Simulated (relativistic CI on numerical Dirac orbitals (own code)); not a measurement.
Radial Dirac CI calculation of Ta XIX: levels, rates and radial parameters.

Command:

```sh
python run_levels.py task.json out
```

Input:

```
atom Ta  Z=73  charge=18  electrons=55
nucleus A=181  rms_radius_fm=5.3507
hamiltonian dirac-coulomb  breit=on  qed=on  c_scale=1
orbitals kli  potential=per-configuration
slater_scale 1
correlation none
mixing on
configurations
  [Kr] 4d10 4f9
  [Kr] 4d10 4f8 5s
  [Kr] 4d10 4f7 5s2
  [Kr] 4d10 4f7 5s 5p
end
```

Hardware: one thread of Intel Xeon Platinum 8259CL, on a shared host. Rates were computed among at most 500 levels.

Q: How large is the problem, and how long does it take?

A: 4909 determinants at the lowest M give 4909 levels; 36 SCF iterations in all; about 22 s of CPU and 0.27 GiB at the peak.
